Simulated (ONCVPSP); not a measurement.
# What one change does to a pseudopotential (Br (Z = 35), ONCV)

bromine (Br), optimised norm-conserving Vanderbilt (ONCV), made with ONCVPSP 4.0.1 (PBE, scalar-relativistic). Core [Ar] 3d10, reference 4s2 4p4.5 (charge +0.5). Waves: 4s: rc 1.50 bohr, ncon 4, nbas 7, qcut 4.1 1/bohr, 2 projectors, debl 3.3 Ha; 4p: rc 1.60 bohr, ncon 4, nbas 9, qcut 5.5 1/bohr, 2 projectors, debl 1.8 Ha; d scattering state at 0.24 Ha: rc 1.70 bohr, ncon 3, nbas 7, qcut 6.1 1/bohr, 1 projector. Local part: polynomial inside 1.30 bohr (lpopt 3, dvloc0 3 Ha). Core correction: Teter function, fcfact 5, rcfact 1.65.

Change: p: rc 1.46.

Cutoffs: the cutoffs (Ha) at which the residual kinetic energy of the hardest occupied pseudo-wave falls to 1 and 0.1 mHa per electron; they do not see the model core or the augmentation charge, which bear on the density cutoff. Errors are all-electron minus pseudo energies relative to the spin-unpolarised reference configuration.

**Question.** How do hardness, ghosts and transferability respond?

**Answer.** The potential gets neither clearly harder nor softer (40 Ha and 52 Ha → 40 Ha and 52 Ha); the errors of the 4 common tests hardly move; neither file shows a bound ghost.

| quantity | base | changed |
| --- | --- | --- |
| cutoff, loose | 40 Ha | 40 Ha |
| cutoff, tight | 52 Ha | 52 Ha |
| loose cutoff by channel | s 40 Ha, p 12 Ha | s 40 Ha, p 13 Ha |
| bound ghosts | none | none |
| GHOST(+) flags under 300 eV | s at 223.5 eV | s at 223.5 eV |
| error for 4s2 4p5, meV [ΔE -5.07 eV] | -1.8 | -1.8 |
| error for 4s2 4p4, meV [ΔE 7.48 eV] | -5.8 | -5.8 |
| error for 4s2 4p3, meV [ΔE 30.24 eV] | -68 | -67 |
| error for 4s2 4p1, meV [ΔE 110.25 eV] | -688 | -683 |
| s: phases at 1.52 bohr within 0.05 rad from the reference energy up to (Ha; the scan ends near 5) | to the end of the scan | to the end of the scan |
| d: phases at 1.72 bohr within 0.05 rad from the reference energy up to (Ha; the scan ends near 5) | 3.3 | 3.3 |
| rms error of d²Exc/dni dnj with the model core, mHa | 5.18 | 5.18 |
